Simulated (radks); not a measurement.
Isoelectronic series with 16 electrons, all held in the configuration [Ne] 3s2 3p4, which need not be the ground one along the series. Calculated with a radial shooting solver on a logarithmic mesh with Libxc functionals: Dirac Kohn-Sham, PBEsol, spin-unpolarised, spherical densities, finite nucleus; open shells are shared between the two j in proportion to 2j + 1; Fermi nuclear charge, rms radius of each element as measured or else 0.836 A^(1/3) + 0.57 fm. Total energies (hartree) and orbital eigenvalues (hartree):

ion    E (hartree)      3p3/2      3p1/2      3s1/2      2p3/2
Sr22+  -2877.90801  -37.24589  -37.80797  -40.18393  -103.7573
Tc27+  -3778.72829  -53.31157  -54.33187  -57.19479  -143.1063
Cd32+  -4811.28589  -72.22996  -73.95085  -77.31880  -188.8050
I37+   -5980.06939  -94.02475  -96.77005  -100.6646  -240.8894
Ce42+   -7290.4302  -118.7243  -122.9172  -127.3636  -299.4025
Eu47+   -8748.7116  -146.3612  -152.5461  -157.5735  -364.3936
Er52+  -10362.5412  -176.9727  -185.8418  -191.4839  -435.9185
Ta57+  -12141.0070  -210.6003  -223.0270  -229.3222  -514.0390
